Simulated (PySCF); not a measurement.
## Potential energy of TaO along the bond

Set-up: basis Ta def2-TZVPPD with ECP60, O def2-TZVPPD; scalar-relativistic core potentials; PySCF 2.14. Energies in eV from Ta (5d3 6s2) + O in their ground configurations at the same level. State: ²Δ (doublet), unpaired electrons δ ↑.

Curves on a restricted Hartree–Fock reference rise too fast on stretching and do not dissociate correctly.

| R (Å) | ROHF-CCSD(T) |
| --- | --- |
| 1.515 | -6.724 |
| 1.582 | -7.581 |
| 1.633 | -7.918 |
| 1.683 | -8.056 |
| 1.734 | -8.037 |
| 1.801 | -7.829 |
| 1.885 | -7.370 |
| 1.986 | -6.649 |

Put a parabola through the three lowest points of the ROHF-CCSD(T) curve and estimate Re, k and ωe (reduced mass 14.7 u; 1 eV/Å² = 0.16022 mdyn/Å; ωe = 1302.8·√(k/μ) cm⁻¹).

Through R = 1.633, 1.683, 1.734 Å the second-order coefficient is 31.0 eV/Å², so Re ≈ 1.702 Å, k ≈ 9.94 mdyn/Å and ωe ≈ 1071 cm⁻¹. A polynomial fit of higher order to the unrounded ROHF-CCSD(T) energies gives Re = 1.701 Å, k = 8.94 mdyn/Å, ωe = 1016 cm⁻¹; anharmonicity and rounding make the difference.

The higher-order fit for each curve: ROHF-CCSD(T): Re = 1.701 Å, ωe = 1016 cm⁻¹, De = 8.06 eV.

Correlated steps freeze 1 core orbital. Spin–orbit coupling is left out, which matters for elements this heavy, above all for dissociation energies. With d or f electrons several states lie close, and the lowest PBE0 determinant need not be the measured ground state.
